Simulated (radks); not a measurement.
Results of a calculation; reference values are marked as such.
Charge is removed step by step from the 1s level of Ag20+, starting from [Ar] 3d9. Code: a radial shooting solver on a logarithmic mesh with Libxc functionals. Model: scalar-relativistic Kohn-Sham, PBE, spin-unpolarised, spherical densities, finite nucleus; Fermi nuclear charge, rms radius 4.5454 fm.

removed (e)  E - E(0) (eV)  eigenvalue (eV)  E minus straight line (eV)
0                    0.000           -25941                       0.000
0.25                6503.0           -26107                     -61.779
0.5                13047.4           -26272                     -82.207
0.75               19632.9           -26436                     -61.507
1                    26259           -26598                       0.000

Removing the whole electron costs 26259 eV by Delta-SCF, against 25941 eV from minus the eigenvalue at the starting occupation. Slater's transition state (half an electron removed) gives 26272 eV. Integrating minus the eigenvalue over the occupation (Janak's theorem) gives 26271 eV. In this scalar-relativistic scheme the density is built from large components alone, so the theorem holds only approximately. The mean slope of the eigenvalue, de/dn, is 657 eV per electron.
